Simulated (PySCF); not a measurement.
Problem. What does the PBE0-D3(BJ)/def2-SVP structure of `COC[SiH](O)O` look like in three dimensions?

Solution. 
```xyz
14
C2H8O3Si angstrom
C     -2.0642    0.2566   -0.3222
O     -0.6880    0.0989   -0.1527
C     -0.0689    1.1537    0.5486
Si     1.7894    0.7911    0.5165
O      1.9711   -0.4220   -0.5958
O      2.5151    2.2162    0.0701
H     -2.3043    1.1747   -0.8934
H     -2.4398   -0.6140   -0.8784
H     -2.5922    0.3101    0.6496
H     -0.4694    1.2422    1.5791
H     -0.2518    2.1289    0.0514
H      2.3624    0.3480    1.8191
H      1.0997   -0.6495   -0.9542
H      3.4737    2.2564    0.1273
```

Any rigid rotation of these coordinates is as good. Atoms count from 1 in this order. Si4 (oxygen-bound silicon) is distorted tetrahedral (angles from 105.0° to 114.8°). H13 on O5 lies 2.10 Å from O2, 4 bonds away (angle at H 123°; Bondi radii sum to 2.72 Å). Of the pairs four or more bonds apart, those above aside, H7···H11 is among the closest relative to their van der Waals radii: 2.45 Å, 102 % of the sum of Bondi's values.

Bonds between heavy atoms (Å): C1–O2 1.396, O2–C3 1.410, C3–Si4 1.894, Si4–O5 1.656, Si4–O6 1.660.

Method used: PySCF, PBE0-D3(BJ)/def2-SVP geometry optimisation, gas phase.

Point group: C1 (no symmetry element, even within 0.4 Å). PBE0-D3(BJ)/def2-SVP frequencies: not computed here. One conformer, not necessarily the lowest (C1–O2–C3–Si4 -175°, O2–C3–Si4–O5 12°, C3–Si4–O5–H 0°, C3–Si4–O6–H 171°).

The run took 1.9 min wall on Arm Neoverse V1, one thread (shared host). These figures are those of the optimisation.
